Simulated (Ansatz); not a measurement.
A nudged elastic band was laid between two geometries of C2H6AlN (10 atoms, charge 0, multiplicity 1).

Level of theory: RKS LDA/6-31G* in Ansatz.

```yaml
movable_images: 5
climbing_image: yes
spring: 5.0 eV/Å²
optimiser: quadratic models (default)
start_path: through a guess of the saddle point
force_threshold: 0.05 eV/Å
iteration_limit: 60
end_points: relaxed
```

First end point:

```xyz
10
Properties=species:S:1:pos:R:3
C -1.359 1.349 -0.217
Al 0.267 0.283 -0.234
C 0.583 -1.500 0.560
N 1.747 -2.033 0.429
H -1.239 2.313 -0.742
H -1.683 1.566 0.820
H -2.197 0.805 -0.694
H 1.653 0.731 -0.936
H -0.144 -2.122 1.125
H 2.372 -1.392 -0.111
```

Last end point:

```xyz
10
Properties=species:S:1:pos:R:3
C -1.304 1.027 -0.304
Al 0.109 0.368 0.899
C 1.069 -1.071 -0.196
N 1.644 -1.902 -0.790
H -0.897 1.489 -1.221
H -1.889 1.807 0.220
H -2.014 0.233 -0.598
H 1.423 1.285 1.144
H -0.298 -0.612 2.124
H 2.157 -2.623 -1.278
```

(1) Which bonds break or form, and what moves?

(2) What energy profile does the band end with?

(3) What is the geometry of the highest image?

(4) What are the harmonic wavenumbers there?

Answers

(1) Bonds broken: C3–H9. Bonds formed: Al2–H9.

(2) The forces met the threshold. The highest image is number 3 of 0 to 6, 76.2 kJ/mol above the first end and 35.2 kJ/mol above the last; the last end lies 41.0 kJ/mol above the first. A vibrational analysis at the climbing image gives one clearly imaginary mode, 522i cm⁻¹: a first-order saddle point. The orbitals stay closed-shell, which can raise the energy where a bond breaks towards radicals; this wasn't checked here.

```tsv
image	path coordinate (Å)	energy (kJ/mol)	C3–H9 (Å)	Al2–H9 (Å)
0	0.00	0.0	1.11	2.79
1	1.44	5.2	1.11	2.81
2	2.88	16.1	1.12	2.62
3	4.31	76.2	1.72	1.71
4	4.92	56.7	2.24	1.64
5	5.52	42.0	2.63	1.62
6	6.12	41.0	2.73	1.62
```

(3) 
```xyz
10
Properties=species:S:1:pos:R:3
C -1.441 1.003 -0.323
Al 0.363 0.677 0.339
C 1.088 -1.084 -0.023
N 1.480 -2.231 0.050
H -1.417 1.538 -1.291
H -2.012 1.629 0.386
H -2.000 0.062 -0.467
H 1.569 1.701 0.577
H 0.467 -0.576 1.499
H 1.903 -2.720 -0.748
```

(4) 522i, 96, 109, 306, 339, 443, 510, 541, 594, 663, 702, 729, 766, 835, 1196, 1414, 1418, 1614, 1880, 1940, 2985, 3074, 3083, 3475 cm⁻¹.

Time of the run: 2.6 min on 1 thread of Intel(R) Xeon(R) Platinum 8488C (Sapphire Rapids), on a shared host, peak memory 0.17 GiB.
